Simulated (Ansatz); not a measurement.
Relaxation of C$_{2}$H$_{2}$AlCl (6 atoms, charge 0, multiplicity 1), to a largest force component of 0.02 eV/Å in at most 40 steps.

Level of theory: Ansatz 0.2.0, UKS B3LYP/STO-3G.

```xyz
6
Properties=species:S:1:pos:R:3
Cl -1.017 -2.416 0.044
C -0.267 -0.815 0.027
C 0.931 -0.077 0.166
Al -0.391 0.994 -0.185
H 2.032 -0.113 0.358
H -1.247 2.365 -0.456
```

**Question.** Where does it end, and by what steps?

**Answer.** The run converged. Limits of this set-up: minimal basis. After 5 steps the energy has fallen by 0.874 eV; H5 moved furthest, 0.33 Å.

| step | energy less start (eV) | largest force component (eV/Å) | accepted |
| --- | --- | --- | --- |
| 0 | 0.0000 | 3.782 | yes |
| 1 | -0.7141 | 1.272 | yes |
| 2 | -0.7299 | 1.961 | yes |
| 3 | -0.8675 | 0.600 | yes |
| 4 | -0.8737 | 0.084 | yes |
| 5 | -0.8741 | 0.014 | yes |

```xyz
6
Properties=species:S:1:pos:R:3
Cl -0.703 -2.465 0.106
C -0.327 -0.677 -0.002
C 0.873 -0.033 0.148
Al -0.503 1.107 -0.206
H 1.886 -0.407 0.362
H -1.184 2.411 -0.453
```

Whether the end is a true minimum wasn't checked by a vibrational analysis.

Time of the run: 11 s on 1 CPU thread of a shared host.
